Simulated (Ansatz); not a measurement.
C3H7FSi (`FC[SiH]1CC1`), relaxed with RKS PBE-D4/def2-SVP in Ansatz from a rough embedded geometry. The force threshold is 0.03 eV/Å; the program also tests the step.

Total charge 0; spin multiplicity 1.

Start:

```xyz
12

F     1.091    2.600    0.040
C     0.626    1.513    0.715
Si   -0.241    0.470   -0.476
C    -0.811   -1.260    0.221
C     0.300   -1.242   -0.867
H    -0.022    1.884    1.528
H     1.431    0.977    1.195
H    -1.477    0.986   -1.192
H    -0.461   -1.368    1.262
H    -1.759   -1.518   -0.039
H     1.319   -1.441   -0.566
H     0.005   -1.601   -1.820
```

Problem. By how much does the energy fall, and how many steps does the optimiser take? (Best estimate.)

Solution. Ansatz gave: 15.08 kcal/mol, in 7 steps.

Problem. Which bonds change most? (An estimate is asked.)

Solution. Ansatz gave: C2–Si3 from 1.805 to 1.901 Å; C4–H10 from 1.016 to 1.104 Å; Si3–C4 from 1.949 to 1.878 Å; C5–H12 from 1.060 to 1.103 Å.

Problem. Give the relaxed structure. (An estimate is asked.)

Solution. The calculation gave: 
```xyz
12

F     1.375    2.468   -0.046
C     0.607    1.604    0.736
Si   -0.451    0.458   -0.350
C    -0.767   -1.295    0.245
C     0.272   -1.182   -0.894
H    -0.028    2.210    1.423
H     1.276    0.982    1.375
H    -1.468    1.134   -1.212
H    -0.396   -1.611    1.236
H    -1.731   -1.768   -0.008
H     1.321   -1.404   -0.632
H    -0.011   -1.597   -1.876
```
